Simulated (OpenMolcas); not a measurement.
**N²⁺: effect of the basis set**

```yaml
Program: OpenMolcas
Method: "XMS-CASPT2, IPEA 0.25 Eh, imaginary shift 0.1 Eh (closed shells correlated: 1s)"
Active_space: 3 electrons in 4 orbitals (2s 2p)
State_averaging: 2S+1 = 4 odd, 1 root; 2S+1 = 2 odd, 11 roots; 2S+1 = 4 even, 3 roots; 2S+1 = 2 even, 9 roots
Spin-orbit_coupling: state interaction with AMFI integrals over the reference wave functions, term energies averaged over their components
```

A. ANO-RCC-VTZP [4s3p2d1f], DKH2, point nucleus; CASPT2 step roughly 2 core-seconds
B. ANO-L-VTZP [4s3p2d1f], non-relativistic, point nucleus; CASPT2 step roughly 2.1 core-seconds
C. ANO-RCC-VQZP [5s4p3d2f1g], DKH2, point nucleus; CASPT2 step about 2 core-seconds

Energies in eV above 2s² 2p ²P°_1/2, the measured ground level; measured values from Moore, Selected Tables of Atomic Spectra, NSRDS-NBS 3, section 5.

```csv
Level,A,B,C,Measured
2s² 2p ²P°_1/2,0.0000,0.0000,0.0000,0.0000
2s² 2p ²P°_3/2,0.0196,0.0196,0.0199,0.0216
2s 2p² ⁴P_1/2,7.064,7.035,7.113,
2s 2p² ⁴P_3/2,7.071,7.043,7.120,7.0977
2s 2p² ⁴P_5/2,7.083,7.055,7.132,7.1078
2s 2p² ²D_3/2,12.564,12.648,12.509,12.5262
2s 2p² ²D_5/2,12.564,12.648,12.510,12.5254
2s 2p² ²S_1/2,16.443,16.587,16.336,16.2425
2s 2p² ²P_1/2,18.426,18.508,18.291,18.0863
2s 2p² ²P_3/2,18.440,18.522,18.305,18.0999
2p³ ⁴S°_3/2,23.223,23.229,23.231,23.1599
2p³ ²D°_3/2,25.327,25.387,25.248,25.1798
2p³ ²D°_5/2,25.327,25.387,25.248,25.1780
2p³ ²P°_1/2,28.884,29.027,28.737,28.5665
2p³ ²P°_3/2,28.885,29.028,28.738,28.5670
```

Deviations, from unrounded energies. A percentage is the sum of absolute deviations over the sum of measured energies, with the sign that they share, or ± where signs differ.

```tsv
Against measurement	Levels	A	B	C
mean absolute deviation (cm-1)	13	1200	1800	700
fine structure of the ground term (%)	1	-9.2	-9.2	-8.2
other configurations (%)	12	±0.9	±1.3	±0.5
```

C lies closest to measurement on these levels and B furthest from it. The largest miss of C in the table is 2s 2p² ²P_3/2, by +1700 cm-1. The ranking rests on the paired levels alone, and a cruder setting can come out closer through cancelling errors.

Among A to C the level of the table that moves most is 2p³ ²P°_3/2, by 2300 cm-1 (lowest in C, highest in B). Moves below CASPT2's spread within the term are not significant.

CASPT2 does not keep the components of a term degenerate, so their means are used; among the terms shown or strongly mixed into the levels shown the widest spread is 1000 cm-1 (2p³ ²D°, A). Measured partners are found by configuration, term and J. A level has none where our copy of the source lacks it or the pairing is in doubt (some pairs that miss far off the trend of their configuration count as doubtful), and it then counts in no deviation. Only configurations of the active space appear.

° marks odd parity.
